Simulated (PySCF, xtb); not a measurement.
CH₄F₂OSi, SMILES O([SiH](F)F)C. Other conformers were not sampled.

Harmonic wavenumbers (cm⁻¹) from GFN2-xTB run with xtb 6.7.1 at its own minimum, in rising order: 79, 90, 154, 215, 290, 311, 652, 686, 760, 872, 916, 1132, 1140, 1207, 1416, 1474, 1476, 2479, 2965, 2976, 3001.

What does r2SCAN-D4/def2-SVP run with PySCF give at its own minimum? (An estimate is asked for; the answer gives what the named calculation found.)

42, 76, 141, 309, 316, 450, 757, 824, 831, 939, 965, 1154, 1171, 1212, 1470, 1475, 1476, 2370, 3016, 3108, 3146. Paired by order, the mean absolute difference is 62 cm⁻¹ and the zero-point energies are 34.7 and 36.1 kcal/mol.
